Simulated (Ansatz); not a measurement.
```yaml
crystal:
  periodic: [false, false, false]
  atoms:
    - {symbol: O, position_ang: [-0.747364, 1.507629, 2.307311]}
    - {symbol: C, position_ang: [-0.635835, 0.720854, 1.460078]}
    - {symbol: N, position_ang: [-0.579625, -0.138440, 0.617481]}
    - {symbol: Ga, position_ang: [0.326229, -0.550296, -0.894670]}
    - {symbol: Cl, position_ang: [-0.151682, -2.338582, -1.898716]}
    - {symbol: Cl, position_ang: [1.830378, 0.734835, -1.637483]}
basis:
  gaussian: {orbitals: def2-mTZVP}
total_charge: 1
magnetization: {spin_polarized: true, initial_magnetization: 9}
hamiltonian: {xc: {name: wB97M-V}}
```

```sh
$ ansatz run in.yaml --threads 4 --pin off --events-out ev --progress --plain --max-ram 10444MiB
```

Output, abridged:

```
Functional definition: wB97M-V
1239 factors; integrals over basis functions are off by at most 9.5e-4 eV
304 factors; integrals over basis functions are off by at most 1.2e-5 eV
mean field evaluation 1: about -81865.2717 eV, gradient 1.0e2 eV
mean field evaluation 2: about -80623.6634 eV, gradient 2.9e2 eV
mean field evaluation 4: about -81951.8016 eV, gradient 2.2e1 eV
mean field evaluation 8: about -81956.6570 eV, gradient 3.2e0 eV
mean field evaluation 16: about -81957.1011 eV, gradient 2.4e-1 eV
mean field evaluation 32: about -81957.1122 eV, gradient 6.0e-3 eV
mean field evaluation 64: about -81957.2191 eV, gradient 8.6e-6 eV
mean field -81957.21909702 eV, -3011.8722492173 hartree, gradient 8.6e-6 eV, S^2 24.778852; 6 other end points of the search recorded, 0 dependent functions left out
reference -81957.21914045 eV, -3011.8722508132 hartree; 47, 38 occupied and 95, 104 virtual orbitals, 1239 factors
Total energy: -81957.21914045 eV, -3011.8722508132 hartree
```

Question: What is wrong with this run?

Answer: The spin is set far too high for this molecule. The run converged. The result belongs to that input, not to the molecule as meant.
